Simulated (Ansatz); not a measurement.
```xyz
3

Cl    0.0000    0.0000    0.0000
H     0.0000    0.0000    1.8620
H     0.0000    1.4264   -1.1969
```

Basis set: pcseg-2 (spherical functions). Charge 0, multiplicity 2.

Computed with Ansatz (development build ahead of 0.2.0); each method stands on the lowest determinant of its kind that the runs found.

Problem. Give the atomization energy at this shape (free ground-state atoms in the same class of orbitals less the molecule, no zero-point energy) of doublet H₂Cl by PBE (unrestricted), UHF, ROHF.

Solution.

```tsv
method	atomization energy
PBE (unrestricted)	69.03 kcal/mol
UHF	18.18 kcal/mol
ROHF	4.76 kcal/mol
```

Caution: the shape is not the minimum. Caution for UHF: the unrestricted determinant is spin contaminated. Caution for ROHF: an unrestricted determinant lies well below.
